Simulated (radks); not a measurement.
Removal energies from the europium ion Eu4+, [Xe] 4f5, by Delta-SCF beside the eigenvalue of the level emptied. All-electron calculation, scalar-relativistic Kohn-Sham, r2SCAN, spin-polarised, spherical densities, finite nucleus; meta-GGA in the generalised Kohn-Sham scheme; Fermi nuclear charge, rms radius of each element as measured or else 0.836 A^(1/3) + 0.57 fm. Program: a radial shooting solver on a logarithmic mesh with Libxc functionals. Open shells are filled with parallel spins first.

4f: final configuration [Xe] 4f4; Delta-SCF (eV) 65.425; -eigenvalue (eV) 54.678
5p: final configuration [Kr] 4d10 4f5 5s2 5p5; Delta-SCF (eV) 72.353; -eigenvalue (eV) 65.663
5s: final configuration [Kr] 4d10 4f5 5s1 5p6; Delta-SCF (eV) 96.094; -eigenvalue (eV) 88.819
4d: final configuration [Kr] 4d9 4f5 5s2 5p6; Delta-SCF (eV) 197.64; -eigenvalue (eV) 186.16
